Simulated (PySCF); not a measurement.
Dipole response of I⁺ (iodine, charge +1)

[Kr] 4d10 5s2 5p4, high-spin 3P determinant. Computed with PySCF 2.14 in def2-QZVPPD with the def2 core potential (28 electrons) (8s7p5d4f1g, 91 functions), with a scalar-relativistic core potential. Coupled (time-dependent) response in atomic units; α is the mean over directions.

```
method  mean α (bohr³)         α xx, yy, zz  C₆ (like pair)  S(−4)
   UHF           20.06  19.67, 20.84, 19.67           173.7  72.94
   PBE           20.61  19.98, 21.86, 19.98           178.6  80.54
  PBE0           20.24  19.69, 21.32, 19.69           175.0  75.90
  BLYP           20.69  20.03, 22.01, 20.03           179.0  82.39
  BP86           20.54  19.92, 21.77, 19.92           177.9  79.74
```

S(−4) is the Cauchy moment in α(ω) = α(0) + S(−4) ω² + …

Spin-orbit coupling is absent.

α(iu) at UHF:

```json
{"u (hartree)": "0", "α(iu) (bohr³)": "20.06"}
{"u (hartree)": "0.0500", "α(iu) (bohr³)": "19.88"}
{"u (hartree)": "0.100", "α(iu) (bohr³)": "19.36"}
{"u (hartree)": "0.200", "α(iu) (bohr³)": "17.56"}
{"u (hartree)": "0.300", "α(iu) (bohr³)": "15.28"}
{"u (hartree)": "0.500", "α(iu) (bohr³)": "11.01"}
{"u (hartree)": "0.750", "α(iu) (bohr³)": "7.384"}
{"u (hartree)": "1.00", "α(iu) (bohr³)": "5.239"}
{"u (hartree)": "1.50", "α(iu) (bohr³)": "3.092"}
{"u (hartree)": "2.00", "α(iu) (bohr³)": "2.104"}
{"u (hartree)": "3.00", "α(iu) (bohr³)": "1.211"}
{"u (hartree)": "5.00", "α(iu) (bohr³)": "0.5727"}
```

A single London oscillator, α(iu) = α/(1 + u²/ω²), gives C₆ = (3/4) ω α². Matching the computed C₆ needs ω = 4 × 173.7 / (3 × 20.06²) = 0.576 hartree.

For an ion, C₆ is the dispersion term alone; charge-induced terms of lower order in 1/R come first.

The components differ because the open shell of this determinant is not spherical; for a pure term their mean is the scalar polarisability.

Energies and moments cover only the electrons outside the core potential.
